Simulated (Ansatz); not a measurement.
Cost and result up the ladder for (HBe-mu-Cl)2 (Be2H2Cl2) (6 atoms). Charge 0, multiplicity 1. Geometry: PBE-D4/def2-TZVP.

```xyz
6

Be   -0.0382   -1.2610   -0.2605
Be    0.0382    1.2610    0.2605
Cl    1.0756   -0.2557    1.0800
Cl   -1.0758    0.2557   -1.0798
H    -0.0780   -2.5743   -0.5319
H     0.0782    2.5744    0.5317
```

Ansatz on 2 threads of AMD EPYC 7R43 on a shared host. Times are rough, and most runs start from the orbitals of an earlier one. ωB97X-V/def2-TZVP serves as the yardstick here, not as an exact answer. Differences are given only for rows in sets of like size (and for xTB, whose basis is part of the method), since another set adds its own error. Binding counts from free atoms at the same level (Be singlet, Cl doublet, H doublet; other spins of the atoms weren't run), without zero-point energy or a counterpoise term.

B3LYP takes the VWN-RPA correlation. HSE06 is defined as in plane-wave codes, on full-range PBE exchange. Correlated methods freeze 10 core orbitals. Another isomer (singlet) lies 0.28 eV lower at PBE0-D4/def2-TZVP; other spin states weren't run for this one.

Correlated methods converge slowly with the basis.

```
                         level  functions  wall time  binding energy per atom (eV)  difference from ωB97X-V/def2-TZVP (eV)
               PBE-D4/def2-SVP         64      1.1 s                          2.93                                       –
              PBE0-D4/def2-SVP         64      1.2 s                          2.91                                       –
                 MP2/def2-TZVP        124      1.4 s                          2.81                                   -0.09
            B3LYP-D4/def2-TZVP        124      2.2 s                          2.89                                   -0.01
PBE-D4/def2-TZVP (with forces)        124      2.3 s                          2.91                                    0.01
            HSE06-D4/def2-TZVP        124      2.3 s                          2.90                                    0.00
             PBE0-D4/def2-TZVP        124      3.3 s                          2.90                                    0.00
           r2SCAN-D4/def2-TZVP        124      3.5 s                          2.96                                    0.06
             ωB97X-V/def2-TZVP        124      6.5 s                          2.90                                    0.00
            CCSD(T)/def2-TZVPP        150       25 s                          2.72                                   -0.18
```
